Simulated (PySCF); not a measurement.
# Energy of La²⁺ (lanthanum, charge +2) between two integer charges

The 5d alpha orbital of [Xe] 5d1 is emptied in steps (occupation f), with all orbitals relaxed, ending at [Xe]. Calculation: PySCF 2.14, in def2-TZVP with the def2 core potential (46 electrons) (6s4p3d1f, 40 functions); a scalar-relativistic core potential. The exact energy is a straight line in f; departures are measured from the line between the end points of the same method.

Task: Among BHandHLYP, wB97X, r2SCAN0, which shows the largest delocalisation error (convex curve), and which is closest to linear?

Result: Most convex: r2SCAN0 (-0.657 eV at f = 0.5); closest to linear: wB97X (-0.169 eV).

```
   f  BHandHLYP (eV)  wB97X (eV)  r2SCAN0 (eV)
   1           0.000       0.000         0.000
0.75          -0.364      -0.127        -0.503
 0.5          -0.485      -0.169        -0.657
0.25          -0.364      -0.126        -0.478
   0           0.000       0.000         0.000
```

```csv
method,E(f=0) − E(f=1) (eV),−ε at f=1 (eV),−ε at f=0.5 (eV)
BHandHLYP,18.896,16.956,18.895
wB97X,18.676,17.998,18.680
r2SCAN0,18.966,16.246,19.034
```

Reference removal energy between the ground levels: 19.177 eV (measured; NIST Atomic Spectra Database, ionization energies). The calculation has no spin-orbit coupling.
